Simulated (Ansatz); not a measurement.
C2H9AlOSi can be A, `CO[CH2][AlH][SiH3]`, or B, `C[SiH2][Al]([CH3])[OH]`.

Calculated with Ansatz (gas phase, PBE0-D4/def2-TZVP geometries, no zero-point term in ΔE). CCSD(T)/CBS adds triple-zeta CCSD(T) − MP2 to the extrapolated MP2 energy (def2 sets, frozen cores). DFT in def2-TZVPP. B3LYP here is the variant with VWN-RPA as its local correlation; programs differ in this. Each species was taken in one conformer, which may not be the lowest.

(1) Which isomer does CCSD(T)/CBS put lower? Give the gap. (Best estimate.)

(2) Give E(B) − E(A) in kJ/mol with B2PLYP, r2SCAN-D4, B3LYP-D4, MP2/def2-TZVPP, CCSD(T)/def2-TZVPP, CCSD/def2-TZVPP, B3LYP. (Best estimate.)

Largest T1 diagnostic: 0.012.

Results:

(1) Ansatz gave: B, by 343.9 kJ/mol.

(2) Computed: B2PLYP -341.1, r2SCAN-D4 -340.1, B3LYP-D4 -329.6, MP2/def2-TZVPP -355.1, CCSD(T)/def2-TZVPP -337.2, CCSD/def2-TZVPP -337.7, B3LYP -332.9. None reverses the order clearly.

In def2-TZVPP, CCSD(T) changes the Hartree–Fock value by −9.0 kJ/mol (the triples alone add +0.5 kJ/mol) and MP2 by −26.9 kJ/mol. The D4 term adds +3.3 kJ/mol with B3LYP and +1.7 kJ/mol with PBE0; it sums over pairs of atoms, weighted by their polarisabilities, and B3LYP, whose exchange is more repulsive, gets the larger term.
